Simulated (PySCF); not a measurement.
Basis-set dependence of population analyses: `[SiH3]C[Si@@H]([SiH3])P`

Compound: CH11PSi3.
Numbering: `[SiH3:1][CH2:2][Si@@H:3]([SiH3:4])[PH2:5]` (hydrogens: H6, H7, H8 on Si1; H9, H10 on C2; H11 on Si3; H12, H13, H14 on Si4; H15, H16 on P5)

Geometry (PBE0-D3(BJ)/def2-SVP, Å), atoms numbered from 1 in this order:
```xyz
16
CH11PSi3 angstrom
Si    -2.0597   -1.0538   -0.0080
C     -1.0188   -0.3841    1.4097
Si     0.5968    0.4658    0.9204
Si     1.9408   -0.9473   -0.3875
P      0.3287    2.3786   -0.2718
H     -2.5452    0.0580   -0.8810
H     -1.2405   -1.9838   -0.8462
H     -3.2457   -1.8008    0.5116
H     -1.6274    0.3247    1.9978
H     -0.7677   -1.2247    2.0809
H      1.3510    0.8511    2.1562
H      1.4119   -1.0212   -1.7850
H      3.3418   -0.4279   -0.4359
H      1.9566   -2.3307    0.1851
H     -0.7211    2.8806    0.5592
H     -0.5710    1.7809   -1.2071
```

PBE0 throughout (PySCF), one geometry, spherical d and f functions. One conformer (not necessarily the lowest) at the PBE0-D3(BJ)/def2-SVP geometry, without solvent, vibrations or thermal averaging. Atoms taken as equivalent share a column and are averaged. The first 7 of 11 kinds of atom are listed.

Mulliken charges (e):

```json
{"basis": "STO-3G", "functions": "52", "Si1": "+0.527", "C2": "-0.455", "Si3": "+0.340", "Si4": "+0.335", "P5": "+0.132", "H6/H7/H8": "-0.122", "H9": "+0.066"}
{"basis": "6-31G", "functions": "83", "Si1": "+0.571", "C2": "-0.948", "Si3": "+0.328", "Si4": "+0.286", "P5": "-0.084", "H6/H7/H8": "-0.099", "H9": "+0.231"}
{"basis": "6-31G*", "functions": "108", "Si1": "+0.374", "C2": "-0.779", "Si3": "+0.244", "Si4": "+0.140", "P5": "-0.165", "H6/H7/H8": "-0.060", "H9": "+0.222"}
{"basis": "def2-SVP", "functions": "141", "Si1": "+0.351", "C2": "-0.511", "Si3": "+0.149", "Si4": "+0.173", "P5": "-0.096", "H6/H7/H8": "-0.060", "H9": "+0.110"}
{"basis": "6-311+G(2d,p)", "functions": "233", "Si1": "+0.335", "C2": "-0.712", "Si3": "+0.395", "Si4": "+0.038", "P5": "-0.259", "H6/H7/H8": "-0.057", "H9": "+0.187"}
{"basis": "def2-TZVP", "functions": "245", "Si1": "+0.132", "C2": "-0.424", "Si3": "+0.139", "Si4": "0.000", "P5": "-0.237", "H6/H7/H8": "-0.019", "H9": "+0.148"}
```

IAO charges (e):

| basis | functions | Si1 | C2 | Si3 | Si4 | P5 | H6/H7/H8 | H9 |
| --- | --- | --- | --- | --- | --- | --- | --- | --- |
| STO-3G | 52 | +0.628 | -0.741 | +0.403 | +0.370 | +0.045 | -0.126 | +0.127 |
| 6-31G | 83 | +0.447 | -0.769 | +0.368 | +0.151 | -0.122 | -0.077 | +0.171 |
| 6-31G* | 108 | +0.576 | -0.805 | +0.438 | +0.251 | -0.088 | -0.112 | +0.165 |
| def2-SVP | 141 | +0.590 | -0.804 | +0.441 | +0.259 | -0.090 | -0.116 | +0.162 |
| 6-311+G(2d,p) | 233 | +0.604 | -0.828 | +0.457 | +0.270 | -0.094 | -0.118 | +0.168 |
| def2-TZVP | 245 | +0.613 | -0.834 | +0.464 | +0.274 | -0.094 | -0.120 | +0.169 |

Task: Which scheme is steadiest as the basis changes?

Result: Largest range over the bases for any column: IAO 0.22 e, Mulliken 0.52 e. IAO charges move least and Mulliken charges most, counted in e. Without the minimal STO-3G basis the ranges are IAO 0.17, Mulliken 0.52 e.

Task: How much do the charges still move between the two largest bases, 6-311+G(2d,p) and def2-TZVP?

Result: At most, over all atoms: Mulliken 0.288 e, IAO 0.010 e.

Task: What do the same runs give for the total energy, the frontier levels and the dipole moment?

Result: 
```tsv
basis	energy (Eh)	HOMO (eV)	LUMO (eV)	μ (D)
STO-3G	-1239.6513	-4.33	5.68	1.04
6-31G	-1253.7963	-7.31	0.42	2.06
6-31G*	-1253.9220	-7.39	0.22	1.77
def2-SVP	-1253.5929	-7.46	0.12	1.60
6-311+G(2d,p)	-1254.0522	-7.50	-0.37	1.50
def2-TZVP	-1254.0573	-7.48	-0.15	1.48
```

The dipole is fixed by the density alone, so its range of 1.02 D shows that the density itself changes with the basis, not only its division among atoms.
